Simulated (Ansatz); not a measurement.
Geometry optimisation of the cluster Ca₃Se₃.

```yaml
crystal:
  periodic: [false, false, false]
  atoms:
    - {symbol: Ca, position_ang: [0.541780, -0.963020, -0.563810]}
    - {symbol: Ca, position_ang: [-2.709780, -0.272100, 0.166590]}
    - {symbol: Ca, position_ang: [1.647900, 2.161960, 0.212270]}
    - {symbol: Se, position_ang: [-1.469640, -2.480470, 0.171430]}
    - {symbol: Se, position_ang: [2.883910, -0.048840, 0.190020]}
    - {symbol: Se, position_ang: [-0.894180, 1.602480, -0.176490]}
basis:
  gaussian: {orbitals: def2-SVP}
hamiltonian: {xc: pbe0, dispersion: d4}
scf: {lower_state_search: "off"}
output: {orbitals: {seedname: orbitals}}
relax: {f_tol: 0.02, max_steps: 100}
```

```sh
$ ansatz run in.yaml --threads 2 --pin off --events-out ev --progress --plain --max-ram 32768MiB --backend cpu
```

Shortened log:

```
Functional definition: PBE0
  name "PBE0"
  cite "Adamo & Barone, J. Chem. Phys. 110, 6158 (1999) doi:10.1063/1.478522"
  cite "Perdew, Burke & Ernzerhof, Phys. Rev. Lett. 77, 3865 (1996) doi:10.1103/PhysRevLett.77.3865"
  parent pbe
  parameter a = 0.25
  parameter kappa = 0.804
  parameter beta = 0.06672455060314922
  exchange = (1 - a)*pbe_x(kappa = kappa, mu = beta*pi^2/3) + a*exact_x
  correlation = pbe_c(beta = beta)
these checks for a lower state are left out or cut short: stability, starts, cluster_reference, orbital_swaps, neighbouring_geometries, increment
mean field -251304.16002560 eV, -9235.2575408631 hartree, gradient 2.9e-6 eV, S^2 0.000000; 0 other end points of the search recorded, 0 dependent functions left out
the calculation of the forces begins
relax step   1: F+E_penalty+E_count = -251304.45992204 eV  Δ(F+E_penalty+E_count) = +0.000e0 eV  max|allowed force component| = 9.787e-1 eV/Å  Δτ_max = 0.0000 Å  (17 SCF iters, accepted)
these checks for a lower state are left out or cut short: stability, starts, cluster_reference, orbital_swaps, neighbouring_geometries, increment
mean field -251304.29972359 eV, -9235.2626746697 hartree, gradient 1.8e-6 eV, S^2 0.000000; 0 other end points of the search recorded, 0 dependent functions left out
the calculation of the forces begins
relax step   2: F+E_penalty+E_count = -251304.58224505 eV  Δ(F+E_penalty+E_count) = -1.223e-1 eV  max|allowed force component| = 7.501e-1 eV/Å  Δτ_max = 0.1947 Å  (24 SCF iters, accepted)
these checks for a lower state are left out or cut short: stability, starts, cluster_reference, orbital_swaps, neighbouring_geometries, increment
mean field -251304.40485611 eV, -9235.2665382183 hartree, gradient 1.3e-6 eV, S^2 0.000000; 0 other end points of the search recorded, 0 dependent functions left out
the calculation of the forces begins
relax step   3: F+E_penalty+E_count = -251304.69066574 eV  Δ(F+E_penalty+E_count) = -1.084e-1 eV  max|allowed force component| = 3.620e-1 eV/Å  Δτ_max = 0.2000 Å  (21 SCF iters, accepted)
these checks for a lower state are left out or cut short: stability, starts, cluster_reference, orbital_swaps, neighbouring_geometries, increment
mean field -251304.44161947 eV, -9235.2678892469 hartree, gradient 2.4e-6 eV, S^2 0.000000; 0 other end points of the search recorded, 0 dependent functions left out
the calculation of the forces begins
relax step   4: F+E_penalty+E_count = -251304.72954628 eV  Δ(F+E_penalty+E_count) = -3.888e-2 eV  max|allowed force component| = 1.145e-1 eV/Å  Δτ_max = 0.1560 Å  (20 SCF iters, accepted)
these checks for a lower state are left out or cut short: stability, starts, cluster_reference, orbital_swaps, neighbouring_geometries, increment
mean field -251304.44434714 eV, -9235.2679894869 hartree, gradient 1.3e-6 eV, S^2 0.000000; 0 other end points of the search recorded, 0 dependent functions left out
the calculation of the forces begins
relax step   5: F+E_penalty+E_count = -251304.73260732 eV  Δ(F+E_penalty+E_count) = -3.061e-3 eV  max|allowed force component| = 1.670e-2 eV/Å  Δτ_max = 0.0225 Å  (20 SCF iters, accepted)
Total energy: -251304.73268184 eV, -9235.2785855919 hartree
Atom 0 at     0.602651    -1.073339    -0.381549 Å, force    -0.001278     0.001873     0.003561 eV/Å
Atom 1 at    -2.801185    -0.245353     0.249940 Å, force    -0.016701     0.003009     0.000687 eV/Å
Atom 2 at     1.673899     2.255698     0.281888 Å, force     0.006021     0.015912     0.001191 eV/Å
Atom 3 at    -1.667998    -2.561555     0.045943 Å, force     0.003496    -0.005007    -0.002851 eV/Å
Atom 4 at     3.055003     0.077940     0.080914 Å, force     0.002552    -0.005581    -0.003182 eV/Å
Atom 5 at    -0.862379     1.546619    -0.277127 Å, force     0.005910    -0.010206     0.000594 eV/Å
Dipole moment:    -1.045230     1.867048     0.274771 e Å
Checks for a lower state left out: stability, starts, cluster_reference, orbital_swaps, neighbouring_geometries, increment
```

It took 51 s on 2 threads of AMD EPYC 7R13 on a shared host, peak host memory 0.69 GiB.

The structure comes from a short search, and lower isomers may exist.
